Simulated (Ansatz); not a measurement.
Ideal-gas functions of Cl₂FH₂NSi (`N[Si](F)(Cl)Cl`) at 298.15 K and 1 bar, from an Ansatz frequency run at PBE0-D4/def2-TZVP.

Molar mass 134.01 g/mol, point group Cs (symmetry number 1), electronic degeneracy 1, moments of inertia 169.776, 269.914, 303.969 u Å². Harmonic wavenumbers (cm⁻¹, unscaled): 121, 160, 234, 273, 273, 294, 310, 512, 605, 836, 873, 980, 1569, 3628, 3729.

Use S(trans) = R[1.5 ln M + 2.5 ln T − 1.1517]; rotational temperatures θ = 24.2544 K / I; S(rot) = R[ln(√π/σ · √(T³/θAθBθC)) + 1.5]; for each mode x = 1.438777 ν̃/T, S = R[x/(eˣ − 1) − ln(1 − e⁻ˣ)] and H = RT x/(eˣ − 1); 1 cm⁻¹ = 0.0119627 kJ/mol; R = 8.31446 J/(mol·K).

By hand: the entropy, in J/(mol·K).

Translation 169.9. Rotation: θ = 0.1429, 0.0899, 0.0798 K, giving 116.9. Vibration, mode by mode: 12.90, 10.67, 7.73, 6.60, 6.60, 6.07, 5.70, 2.63, 1.85, 0.75, 0.65, 0.42, 0.04, 0.00, 0.00, in all 62.6. Electronic 0.0. Sum 349.4 J/(mol·K).

By hand: H − E and G − E in kJ/mol, counted from the electronic energy.

Zero-point energy ½ × 14397 × 0.0119627 = 86.1; thermal vibration 10.8; translation, rotation and pV give 4 RT = 9.9. H − E = 106.8 kJ/mol, and G − E = 106.8 − 298.15 × 349.4/1000 = 2.6 kJ/mol.

Vibration gives 18 % of the entropy, 12.9 J/(mol·K) of it from the mode under 150 cm⁻¹: soft modes count most, and the harmonic formula is weakest for them. The sum counts one conformer and one mirror image; others add a mixing term.
